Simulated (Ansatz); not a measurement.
Computed with Ansatz on PBE0-D4/def2-TZVP structures; ΔE is electronic, products minus reactants. CCSD(T)/CBS adds triple-zeta CCSD(T) − MP2 to the extrapolated MP2 energy (def2 sets, frozen cores). This one scheme is used for every species. DFT in def2-TZVPP. B3LYP here is the variant with VWN-RPA as its local correlation; programs differ in this. def2 core potentials past Kr. For I outer-core shells are correlated without core-valence functions, which leaves a few kJ/mol of doubt a bond. Each species was taken in one conformer, which may not be the lowest.

`FC[SiH3]` + `[SiH3]CI` → `FC[SiH2]CI` + SiH₄  (formal exchange of groups at a C–Si bond)

Task: Is it downhill or uphill in electronic energy at CCSD(T)/CBS, and by how much? (An estimate is asked.)

Result: Ansatz gave: Downhill: ΔE = -7.2 kJ/mol.

Task: What do these levels give: B3LYP-D4, PBE, PBE0, HF/def2-TZVPP, HF/def2-QZVPP, SCS-MP2/def2-QZVPP? (Estimate.)

Result: Ansatz gave: B3LYP-D4 -8.1, PBE -4.2, PBE0 -4.2, HF/def2-TZVPP -1.9, HF/def2-QZVPP -1.5, SCS-MP2/def2-QZVPP -6.2 kJ/mol.

Largest T1 diagnostic among the species: 0.011.

The D4 term adds −5.1 kJ/mol with B3LYP and −3.1 kJ/mol with PBE0; it sums over pairs of atoms, weighted by their polarisabilities, and B3LYP, whose exchange is more repulsive, gets the larger term. In def2-TZVPP, CCSD(T) changes the Hartree–Fock value by −5.9 kJ/mol (the triples alone add −1.0 kJ/mol) and MP2 by −6.2 kJ/mol.
